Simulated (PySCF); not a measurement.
## Excitation energy of Pd(2+) by level of theory

Pd(2+) [Kr] 4d8 (3F) → Pd(2+) [Kr] 4d7 5p1 (high-spin determinant), as a difference of total energies. Computed with PySCF 2.14 in ANO-RCC-VTZP (7s6p4d2f1g, 68 functions), with scalar relativity by spin-free X2C-1e. Correlated levels: valence: [Kr] frozen. The calculations carry no spin-orbit coupling.

| method | excitation energy (eV) |
| --- | --- |
| UHF | 12.450 |
| MP2 (valence) | 13.439 |
| SCS-MP2 (valence) | 13.669 |
| CCSD (valence) | 13.287 |
| CCSD(T) (valence) | 13.311 |

Task: How much does correlation contribute at CCSD(T) (valence)?

Result: 13.311 − (12.450) = 0.861 eV, measured against UHF.

A first-order spin-orbit estimate (lowest level to lowest level, LS coupling) adds 0.108 eV.

The basis was made for the ground configuration and has no added diffuse functions, so the excitation energy can come out too high.

The determinant of the upper state mixes LS terms, which raises its energy above the lowest term, most at the Hartree-Fock and MP2 levels.
